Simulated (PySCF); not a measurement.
SMILES C[Si](O)(O)N[Si](O)(O)O (CH9NO5Si2) (GFN2-xTB optimised geometry):

```
18

Si    -0.387     1.178     0.000
O      1.250     1.178     0.000
O     -0.998     0.434     1.307
O     -0.844     2.736     0.000
N     -0.889     0.303    -1.398
Si    -0.322    -1.322    -1.545
C     -0.892    -2.138    -3.146
O      1.305    -1.429    -1.470
O     -0.974    -2.032    -0.208
H      1.692     1.852     0.511
H     -1.161    -0.503     1.193
H     -1.756     2.927     0.195
H     -1.066     0.814    -2.242
H     -0.466    -3.132    -3.223
H     -0.577    -1.580    -4.018
H     -1.971    -2.234    -3.178
H      1.756    -0.699    -1.045
H     -0.712    -2.927    -0.009
```

Calculation: CAM-B3LYP/def2-SVP in PySCF.

Question: What are the frontier orbital energies and the dipole moment?

Answer: HOMO-2 -10.02 eV, HOMO-1 -9.92 eV, HOMO -8.85 eV, LUMO 1.98 eV, LUMO+1 2.69 eV; dipole moment 0.82 D.

On the same geometry PBE/def2-SVP (PySCF) gives HOMO-2 -6.89 eV, HOMO-1 -6.68 eV, HOMO -5.83 eV, LUMO 0.20 eV, LUMO+1 0.88 eV; dipole moment 0.74 D.

Meta-Löwdin charges at CAM-B3LYP/def2-SVP: Si1 1.46, O2 -0.73, O3 -0.73, O4 -0.71, N5 -0.82, Si6 1.32, C7 -0.57, O8 -0.73, O9 -0.72, H10 0.34, H11 0.33, H12 0.34, H13 0.23, H14 0.12, H15 0.12, H16 0.11, H17 0.33, H18 0.33.
